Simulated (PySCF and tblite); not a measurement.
Results of a calculation; reference values are marked as such.
System: 4-fluorophenol, C6H5FO, numbered as in [OH:1][c:2]1[cH:3][cH:4][c:5]([F:6])[cH:7][cH:8]1.

For the rotation about the C2–O1 bond (torsion C3–C2–O1–H from 180° to 360°, rising): electronic barrier 3.26 kcal/mol, zero-point change -0.73 kcal/mol, thermal and entropy terms at 350 K a further 0.11 kcal/mol (symmetry numbers apart). The minimum is Cs, the saddle Cs. Level: PBE0/pcSseg-1 + D3(BJ) on GFN2-xTB stationary points, with GFN2-xTB thermal terms. Rates follow Eyring's equation with the number of equivalent paths and no tunnelling. Run with tblite and PySCF.

**Question.** How many equivalent paths lead out of the minimum?

**Answer.** 2: the symmetry number of the minimum is 1, that of the saddle displaced along its mode 1, and the displaced saddle is chiral while the minimum is not, which doubles the count.

**Question.** Work out the rate at 350 K.

**Answer.** ΔG‡ = 2.64 kcal/mol; k_B T/h = 7.3×10¹² s⁻¹; exp(−ΔG‡/RT) = 0.022; times 2 gives k = 3.3×10¹¹ s⁻¹. Wigner's tunnelling factor for the 424i cm⁻¹ mode would be 1.13.
